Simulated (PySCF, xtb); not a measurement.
C2H5BF2O, SMILES COB(F)CF.

GFN2-xTB run with xtb at its own geometry gives an orbital gap of 6.32 eV and a dipole moment of 3.97 D.

The structure is a stationary point at PBE0-D3(BJ)/def2-SVP. This is a generated structure with no PubChem entry under its InChIKey; it may be hypothetical. Other conformers were not sampled.

Problem. What does B3LYP/def2-TZVP in PySCF give? (The exact figures need the calculation; the answer reports its results.)

Solution. gap 9.24 eV (levels -8.83 and 0.41 eV), dipole 2.84 D.
